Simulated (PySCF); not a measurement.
# How the method changes the shape and vibrations of BH3OSi

All numbers below are calculated, not measured. They come from PySCF 2.14.0, an open-source quantum chemistry program, on an isolated molecule that a program drew, which may never have been made. The molecule is BH3OSi (charge 0, singlet), drawn as the SMILES string `BO[SiH]`.

The geometry was optimised and harmonic frequencies were computed with HF and MP2, all in the cc-pV(D+d)Z basis, for the commonest isotopes, with a restricted reference for singlets and an unrestricted one otherwise, and a frozen core in MP2. Each result is a local minimum of its method.

Geometry at the HF minimum:
```xyz
6
BH3OSi, angstrom
B    -1.2235    0.0656    0.4938
O    -2.0502    0.5436    1.4382
Si   -3.1879    1.1922    2.4377
H    -0.3545    0.7739    0.0602
H    -1.3675   -1.0618    0.1025
H    -2.5032    0.8416    3.7521
```

Lengths of the bonds as drawn, in Å (atoms numbered as above):
| bond | HF | MP2 |
|---|---|---|
| B1-O2 | 1.343 | 1.356 |
| O2-Si3 | 1.647 | 1.677 |
| B1-H4 | 1.202 | 1.208 |
| B1-H5 | 1.202 | 1.208 |
| Si3-H6 | 1.523 | 1.526 |

Rotational constants, in GHz:
```
constant,HF,MP2
A,113.6,109.6
B,5.373,5.251
C,5.372,5.246
```

Harmonic frequencies in cm^-1, each column in rising order, so a row needn't be the same motion in every method:
```
rank,HF,MP2
1,99,105
2,100,111
3,311,377
4,707,669
5,945,893
6,1060,1011
7,1134,?
8,1321,1262
9,1444,1397
10,2096,2072
11,2664,2616
12,2733,2704
```

**Estimate the missing MP2 frequency from the HF column.**

A single factor s that minimises the squared misfit of MP2 against s times HF over the other rows is sum(HF x MP2) / sum(HF^2) = 0.9800, with an rms misfit of 31 cm^-1. For rank 7 it gives 0.9800 x 1134 = 1111 cm^-1. The calculation gives 1075 cm^-1, 36 cm^-1 below the estimate. The drawn bonds are on average 0.8 % longer in MP2 than in HF.
